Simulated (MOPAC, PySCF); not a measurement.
Ligands exchanged one at a time, Si Br-OH. Gas-phase values, no solvent. One relaxed conformer stands for each flexible species; it need not be the lowest. Strings in code marks are SMILES.

Quantity: redistribution energy (mixed species minus the weighted end members), in eV. Semi-empirical values (MOPAC) are differences of heats of formation.

Level 1: PBE0-D4/def2-TZVP (PySCF)
Level 2: B3LYP/LANL2DZ // PBE0-D4/def2-TZVP (PySCF)
Level 3: PBE/6-31G* // PBE0-D4/def2-TZVP (PySCF)
Level 4: PM3 // PBE0-D4/def2-TZVP (MOPAC)

```tsv
species	level 1	level 2	level 3	level 4
2 of 4 Br replaced by OH: `O[Si](O)(Br)Br` (H–O–Si–Br torsion -66°, Br–Si–O–H torsion -46°)	0.008	0.148	-0.057	-0.314
1 of 4 Br replaced by OH: `Br[Si](O)(Br)Br` (H–O–Si–Br torsion 180°)	0.021	0.120	-0.031	-0.212
```
